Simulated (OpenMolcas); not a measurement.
**OpenMolcas run: Sn⁺**

Input:

```
&GATEWAY
Coord
1

Sn 0.0 0.0 0.0
Basis=ANO-RCC-VTZP
Group=XYZ
NoMove
AngMom=0.0 0.0 0.0
AMFI
RX2C
&SEWARD
&RASSCF
FileOrb=start.orb
Symmetry=2
Spin=4
nActEl=3 0 0
Inactive=14 9
Ras2=1 3
CIRoot=1 1 1
SDav=1
CIMx=300
Iter=120 100
PrWF=0.3
OrbListing=Nothing
MaxOrb=0
Atom
>>> COPY $Project.JobIph JOB001
&RASSCF
FileOrb=start.orb
Symmetry=2
Spin=2
nActEl=3 0 0
Inactive=14 9
Ras2=1 3
CIRoot=3 3 1
SDav=11
CIMx=300
Iter=120 100
PrWF=0.3
OrbListing=Nothing
MaxOrb=0
Atom
>>> COPY $Project.JobIph JOB002
&RASSCF
FileOrb=start.orb
Symmetry=1
Spin=4
nActEl=3 0 0
Inactive=14 9
Ras2=1 3
CIRoot=3 3 1
SDav=3
CIMx=300
Iter=120 100
PrWF=0.3
OrbListing=Nothing
MaxOrb=0
Atom
>>> COPY $Project.JobIph JOB003
&RASSCF
FileOrb=start.orb
Symmetry=1
Spin=2
nActEl=3 0 0
Inactive=14 9
Ras2=1 3
CIRoot=6 6 1
SDav=9
CIMx=300
Iter=120 100
PrWF=0.3
OrbListing=Nothing
MaxOrb=0
Atom
>>> COPY $Project.JobIph JOB004
&RASSI
NrOfJobIphs=3 3 3 6
1 2 3
1 2 3
1 2 3 4 5 6
IphNames
JOB002
JOB003
JOB004
EJob
SpinOrbit
DIPRint=1.0
SOCoupling=1000.0
Subsets=2
MEES
Property=10
'ANGMOM' 1 'ANGMOM' 2 'ANGMOM' 3 'MLTPL  1' 1 'MLTPL  1' 2 'MLTPL  1' 3
'AMFI' 1 'AMFI' 2 'AMFI' 3 'MLTPL  2' 6
SOProperty=3
'ANGMOM' 1 'ANGMOM' 2 'ANGMOM' 3
```

Launched by
```bash
OMP_NUM_THREADS=1 MOLCAS_MEM=2252 MOLCAS_PROJECT=a pymolcas a.inp > a.log  # once for each step of the input, in one work folder
```

A driver script runs the steps one by one and writes start.orb anew before each from the orbitals found so far.

Output, cut to the results:

```
--- SEWARD ---
Basis set label: SN.ANO-RCC...7S6P4D2F1G.

      Electronic valence basis set:
      ------------------
      Associated Effective Charge  50.000000 au
      Associated Actual Charge     50.000000 au
      Nuclear Model: Point charge

      Shell  nPrim  nBasis  Cartesian Spherical Contaminant
         s      22       7        X
         p      19       6        X
         d      13       4                 X
         f       5       2                 X
         g       3       1                 X
RX2C
                  Relativistic X2C integrals
                  Atomic mean-field integrals
--- RASSCF ---
Wave function specifications:
      -----------------------------

      Number of closed shell electrons          46
      Number of electrons in active shells       3
      Max number of holes in RAS1 space          0
      Max nr of electrons in RAS3 space          0
      Number of inactive orbitals               23
      Number of active orbitals                  4
      Number of secondary orbitals              41
      Spin quantum number                      1.5
      State symmetry                             2
Orbital specifications:
      -----------------------

      Symmetry species                           1   2
                                                ag  au
      Frozen orbitals                            0   0
      Inactive orbitals                         14   9
      Active orbitals                            1   3
      RAS1 orbitals                              0   0
      RAS2 orbitals                              1   3
      RAS3 orbitals                              0   0
      Secondary orbitals                        21  20
      Deleted orbitals                           0   0
      Number of basis functions                 36  32
      Number of CSFs                             1
      Number of root(s) required                 1
      Iter CI   SX   CI       RASSCF       Energy    max ROT     max BLB   max BLB  Level Ln srch  Step   QN
          iter iter root      energy       change     param      element    value   shift minimum  type update
 Nr of preliminary CI iterations:   1
 ###############################################################################
 ###############################################################################
 ###                                                                         ###
 ###                                                                         ###
 ###    WARNING: Problems in orbital optimization.                           ###
 ###                                                                         ###
 ###                                                                         ###
 ###############################################################################
 ###############################################################################
  Warning: In symmetry  1, orbital p=  15 has diagonal density matrix element D(p,p) close to zero. D(p,p)=  0.000000E+00
      Total energies have been shifted. Add                -6000.00 au
        ...
 ###############################################################################
 ###############################################################################
  Warning: In symmetry  1, orbital p=  15 has diagonal density matrix element D(p,p) close to zero. D(p,p)=  0.000000E+00
        4   1    1    1  -172.94926780    0.00E+00   0.00E+00   12  18 2 -2.65E-08   0.50   0.00    SX    NO
      Convergence after  4 iterations
        5   1    1    1  -172.94926780   -4.55E-12   0.00E+00   12  18 2 -2.65E-08   0.50   0.00    SX    NO
      Natural orbitals and occupation numbers for root  1
      sym 1:   0.000000
      sym 2:   1.000000   1.000000   1.000000
::    RASSCF root number  1 Total energy:  -6172.94926780
--- RASSCF ---
Wave function specifications:
      -----------------------------

      Number of closed shell electrons          46
      Number of electrons in active shells       3
      Max number of holes in RAS1 space          0
      Max nr of electrons in RAS3 space          0
      Number of inactive orbitals               23
      Number of active orbitals                  4
      Number of secondary orbitals              41
      Spin quantum number                      0.5
      State symmetry                             2
Orbital specifications:
      -----------------------

      Symmetry species                           1   2
...
--- RASSI ---
SPIN-FREE ENERGIES:
  (Shifted by EMIN (a.u.) =      -6173.4801873129)

 SF State       Relative EMIN(au)   Rel lowest level(eV)    D:o, cm**(-1)      L_eff

     1             0.0000000000        0.0000000000              0.0000         1.0
     2             0.0000000000        0.0000000000              0.0000         1.0
     3             0.0000000000        0.0000000000              0.0000         1.0
     4             0.1737437738        4.7278089354          38132.3507         1.0
     5             0.1737437738        4.7278089354          38132.3507         1.0
     6             0.1737437738        4.7278089354          38132.3507         1.0
     7             0.2878559044        7.8329581979          63177.0685         2.0
     8             0.2878559044        7.8329581979          63177.0685         2.0
     9             0.2878559044        7.8329581979          63177.0685         2.0
    10             0.2878559044        7.8329581979          63177.0685         2.0
    11             0.2878559044        7.8329581979          63177.0685         2.0
    12             0.3464040875        9.4261354224          76026.9094         0.0
     Dipole printing threshold changed to   1.00000000E+00

++ Dipole transition strengths (spin-free states):
   -----------------------------------------------
     for osc. strength at least  1.00000000E+00

  ( Max oscillator strength is only   0.23867312883826647      )
--
Eigenvalues of complex Hamiltonian:
   -----------------------------------
  (Shifted by EMIN (a.u.) =      -6173.4801873129)

 SO State       Relative EMIN(au)   Rel lowest level(eV)    D:o, cm**(-1)     J-value

     1            -0.0115235063        0.0000000000              0.0000         0.4
     2            -0.0115235063        0.0000000000              0.0000         0.4
     3             0.0057617531        0.4703558695           3793.6759         1.0
...
```

The J values that RASSI prints are effective ones from its own formula and need not be integers or half-integers; the table below assigns J from the states.

Levels above the lowest, from the spin-orbit matrix, grouped by J:

```
Configuration  Term    J  E (cm-1)  Measured (cm-1)  Term weight %
       5s2 5p   2P*  1/2       0.0              0.0            100
       5s2 5p   2P*  3/2      3794             4251            100
       5s 5p2    4P  1/2     38253            46464             99
       5s 5p2    4P  3/2     39762            48368            100
       5s 5p2    4P  5/2     41845            50730             99
       5s 5p2    2D  3/2     65727            58844            100
       5s 5p2    2D  5/2     65841            59463             99
```

Against the 6 measured excited levels shown (NIST Handbook of Basic Atomic Spectroscopic Data) the mean absolute deviation is 6600 cm-1; the largest miss in energy is 5s 5p2 4P 5/2: computed 41845, measured 50730 cm-1 (-17.5 %).

Some high roots are left out of the spin-orbit mixing, which shifts the levels that they would mix with. Terms of s pⁿ other than that of highest spin mix with s² pⁿ⁻² d, which this space lacks; all of them can be thousands of cm-1 off, and some have no real level of that name. Measured partners are found by configuration, term and J. A level has none where our copy of the source lacks it or the pairing is in doubt (some pairs that miss far off the trend of their configuration count as doubtful), and it then counts in no deviation. Only configurations of the active space appear. The first state left out of the spin-orbit step lies near 87000 cm-1 above the lowest spin-free state of the reference (among the parities and spins computed), and the list stops at four fifths of that energy or lower.

The term weight is that of the spin-free term in the level, not the purity of its configuration. * marks odd parity.
